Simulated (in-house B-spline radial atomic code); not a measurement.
# Sc+: [Ar] 4s1 5p1 (an excited or competing configuration)

Level of theory: non-relativistic TPSSh, spin-polarised, spherical fractional occupations, exact exchange averaged over the configuration, point nucleus; calculated with a radial B-spline atomic code at the basis-set limit.

Effective charges: Z_r = [3n² - l(l+1)]/(2<r>) from the radius, Z_e = n√(-2ε) from the energy, and Slater's rules. Values are occupation-weighted means over spin.

```json
{"shell": "1s", "electrons": "2", "ε (eV)": "-4413.3", "<r> (bohr)": "0.07354", "Z_r": "20.40", "Z_e": "18.01", "Slater": "20.70"}
{"shell": "2s", "electrons": "2", "ε (eV)": "-495.53", "<r> (bohr)": "0.3452", "Z_r": "17.38", "Z_e": "12.07", "Slater": "16.85"}
{"shell": "2p", "electrons": "6", "ε (eV)": "-411.2", "<r> (bohr)": "0.3084", "Z_r": "16.21", "Z_e": "11.00", "Slater": "16.85"}
{"shell": "3s", "electrons": "2", "ε (eV)": "-74.135", "<r> (bohr)": "1.065", "Z_r": "12.68", "Z_e": "7.00", "Slater": "9.75"}
{"shell": "3p", "electrons": "6", "ε (eV)": "-51.922", "<r> (bohr)": "1.139", "Z_r": "10.97", "Z_e": "5.86", "Slater": "9.75"}
{"shell": "4s", "electrons": "1", "ε (eV)": "-14.89", "<r> (bohr)": "2.994", "Z_r": "8.02", "Z_e": "4.18", "Slater": "4.20"}
{"shell": "5p", "electrons": "1", "ε (eV)": "-4.1898", "<r> (bohr)": "7.875", "Z_r": "4.64", "Z_e": "2.77", "Slater": "2.15"}
```

The least bound orbital is 5p up at -4.19 eV, and it is also the most diffuse (<r> = 7.875 bohr).
